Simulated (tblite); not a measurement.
Record of a relaxation.

Species: C8H11P.
Numbering: `[CH:1]#[C:2][P:3]([CH2:4][CH:5]=[CH2:6])[C:7](=[CH2:8])[CH3:9]` (hydrogens: H10 on C1; H11, H12 on C4; H13 on C5; H14, H15 on C6; H16, H17 on C8; H18, H19, H20 on C9)

Computed with GFN2-xTB (tblite), gas phase: L-BFGS steps from a force-field or distance-geometry start until the largest atomic force falls under 0.01 eV/Å. 4 of its 178 geometries are shown.

Step 0: E = -682.4586 eV, largest atomic force 2.685 eV/Å
```
atom  x, y, z in Å  |  force x, y, z in eV/Å
C1      0.506    3.172   -0.059   -0.054  -0.004  -0.083
C2      0.239    2.025    0.189   -0.430  -1.243  -0.901
P3     -0.136    0.290    0.557    0.129   0.738   2.578
C4      1.094   -0.758   -0.352   -0.457   0.336  -0.967
C5      2.468   -0.189   -0.320    0.597  -1.149   0.755
C6      3.411   -0.939    0.244    0.146   0.115   0.069
C7     -1.790   -0.181   -0.110   -0.341   0.152  -0.898
C8     -2.053   -0.199   -1.415    0.664   0.178   0.494
C9     -2.871   -0.570    0.849   -0.015  -0.536   0.054
H10     0.720    4.178   -0.295    0.015  -0.101   0.199
H11     1.051   -1.770    0.131    0.011   0.819  -0.503
H12     0.749   -0.800   -1.397    0.085  -0.331   0.002
H13     2.716    0.774   -0.733   -0.357   0.060  -0.104
H14     4.454   -0.630    0.317   -0.427  -0.171  -0.024
H15     3.135   -1.911    0.668    0.393   0.483  -0.171
H16    -3.023   -0.482   -1.785    0.131   0.023  -0.295
H17    -1.246    0.083   -2.071   -0.286   0.002  -0.525
H18    -2.603   -1.512    1.383   -0.022   0.868  -0.027
H19    -3.071    0.261    1.549   -0.009  -0.646  -0.224
H20    -3.757   -0.832    0.238    0.227   0.408   0.571
```

Step 59: E = -683.1563 eV, largest atomic force 0.039 eV/Å
```
atom  x, y, z in Å  |  force x, y, z in eV/Å
C1      0.329    2.925   -0.302    0.015   0.005   0.000
C2      0.149    1.788    0.048    0.024   0.009  -0.021
P3     -0.111    0.190    0.756    0.024   0.014  -0.009
C4      1.052   -0.766   -0.383    0.009   0.009  -0.010
C5      2.449   -0.278   -0.219   -0.008   0.013   0.032
C6      3.429   -0.964    0.342   -0.011   0.008   0.019
C7     -1.742   -0.145   -0.075    0.021  -0.026  -0.003
C8     -1.958    0.070   -1.363    0.005   0.000   0.010
C9     -2.805   -0.617    0.869    0.003  -0.001  -0.006
H10     0.490    3.903   -0.652   -0.008   0.000  -0.004
H11     0.978   -1.825   -0.119   -0.028   0.018   0.009
H12     0.725   -0.627   -1.416   -0.038  -0.008  -0.004
H13     2.630    0.726   -0.584   -0.012  -0.010   0.000
H14     4.421   -0.557    0.440   -0.008  -0.009  -0.004
H15     3.284   -1.961    0.726   -0.022   0.002  -0.015
H16    -2.923   -0.111   -1.812    0.000  -0.004   0.003
H17    -1.195    0.445   -2.026    0.009   0.011   0.012
H18    -2.462   -1.490    1.424    0.002   0.003  -0.010
H19    -3.022    0.170    1.593    0.017  -0.014   0.015
H20    -3.724   -0.864    0.341    0.006  -0.019  -0.012
```

Step 118: E = -683.2151 eV, largest atomic force 0.033 eV/Å
```
atom  x, y, z in Å  |  force x, y, z in eV/Å
C1      0.485    3.005   -0.944   -0.004   0.001   0.012
C2      0.183    2.003   -0.350    0.011  -0.018   0.005
P3     -0.135    0.603    0.682   -0.015  -0.007  -0.028
C4      0.954   -0.606   -0.276   -0.008  -0.003   0.001
C5      2.393   -0.327   -0.022   -0.017   0.007  -0.007
C6      3.210   -1.153    0.607    0.000  -0.012  -0.008
C7     -1.740    0.039   -0.036    0.000  -0.008  -0.001
C8     -2.307    0.600   -1.093   -0.008   0.009  -0.009
C9     -2.368   -1.086    0.730    0.016  -0.009  -0.001
H10     0.722    3.863   -1.502    0.002   0.013  -0.001
H11     0.694   -1.618    0.044    0.011   0.003  -0.001
H12     0.716   -0.489   -1.339    0.000  -0.013   0.010
H13     2.748    0.631   -0.379   -0.002   0.007  -0.004
H14     4.245   -0.915    0.778    0.008   0.014   0.001
H15     2.876   -2.112    0.969   -0.006  -0.009   0.019
H16    -3.256    0.254   -1.476   -0.005  -0.005   0.010
H17    -1.856    1.427   -1.613    0.011   0.011  -0.005
H18    -1.662   -1.906    0.864    0.007   0.005  -0.001
H19    -2.657   -0.738    1.722   -0.001   0.001   0.009
H20    -3.251   -1.465    0.220    0.000   0.013   0.000
```

Step 177: E = -683.2217 eV, largest atomic force 0.010 eV/Å
```
atom  x, y, z in Å  |  force x, y, z in eV/Å
C1      0.577    2.947   -0.935    0.000   0.005  -0.002
C2      0.244    1.938   -0.370    0.000  -0.003  -0.001
P3     -0.128    0.555    0.663    0.002  -0.004   0.008
C4      0.931   -0.702   -0.266    0.005  -0.006   0.000
C5      2.371   -0.362   -0.114    0.002   0.002   0.006
C6      3.204   -1.002    0.689   -0.002   0.005  -0.005
C7     -1.753    0.049   -0.046    0.005   0.000   0.005
C8     -2.373    0.724   -1.003   -0.006  -0.002  -0.005
C9     -2.346   -1.151    0.627   -0.001   0.000   0.003
H10     0.846    3.807   -1.477   -0.002  -0.001  -0.003
H11     0.723   -1.685    0.162   -0.005  -0.005   0.007
H12     0.631   -0.688   -1.317    0.000  -0.001   0.001
H13     2.711    0.488   -0.692    0.001  -0.001   0.004
H14     4.237   -0.718    0.784    0.000   0.005  -0.002
H15     2.883   -1.843    1.282    0.002  -0.007  -0.004
H16    -3.343    0.423   -1.367   -0.003  -0.001  -0.004
H17    -1.940    1.601   -1.454   -0.002   0.004  -0.001
H18    -1.677   -2.009    0.555   -0.003   0.007  -0.006
H19    -2.500   -0.942    1.686    0.005  -0.003   0.000
H20    -3.303   -1.418    0.181    0.002   0.005  -0.002
```

Task: Summarise the path.

Result: The energy falls by 73.63 kJ/mol from step 0 to step 177; nine tenths of that is first reached at step 38. It falls at every step. The largest force goes from 2.685 to 0.010 eV/Å. Among the bonds C2–P3 changes most, from 1.813 to 1.767 Å; the atoms move by 0.846 Å rms after alignment.
